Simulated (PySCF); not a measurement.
**Ionisation energy of Fe by level of theory**

Fe [Ar] 3d6 4s2 (5D) → Fe+ [Ar] 3d6 4s1 (6D), as a difference of total energies. Computed with PySCF 2.14 in x2c-SVPall (5s3p3d1f, 36 functions), with scalar relativity by spin-free X2C-1e. Correlated levels: valence: [Ar] frozen. The calculations carry no spin-orbit coupling.

| method | ionisation energy (eV) | error (eV) |
| --- | --- | --- |
| UHF | 6.434 | -1.470 |
| PBE | 7.901 | -0.003 |
| MN15 | 8.032 | +0.128 |
| MP2 (valence) | 7.221 | -0.683 |
| SCS-MP2 (valence) | 7.342 | -0.562 |

Reference: 7.904 eV (measured; NIST levels, between the centres of gravity of the two terms).

Errors of the correlated levels include the incompleteness of this basis and the frozen core.

MP2 underrates the near-degeneracy of ns² with np² in the lower species.
